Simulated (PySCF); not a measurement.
**Electron correlation in P²⁺ (phosphorus, charge +2)**

[Ne] 3s2 3p1, 2P determinant. All numbers are calculated (PySCF 2.14, no relativity, point nucleus, in 6-31G* (4s3p1d, 18 functions)). Frozen: [Ne]; 3 electrons correlated.

MP2 pair energies summed by pair of shells (mhartree):

```csv
pair,energy,share (%)
3s-3s,-22.80,59.0
3s-3p,-15.87,41.0
```

Total MP2 correlation energy: -38.67 mhartree.

Same-spin part -2.13 and opposite-spin part -36.53 mhartree; SCS-MP2 scales them by 1/3 and 6/5 to -44.55 mhartree.

```csv
level,correlation energy (mhartree)
CCSD,-57.76
(T),-0.60
CCSD(T),-58.36
```

Diagnostics: T1 = 0.0094, D1 = 0.0209, largest double amplitude 0.111.

Q: Is a single reference adequate?

A: Mostly. T1 lies below 0.03, but a double amplitude of this size points to a near-degeneracy that CCSD handles and MP2 describes poorly.
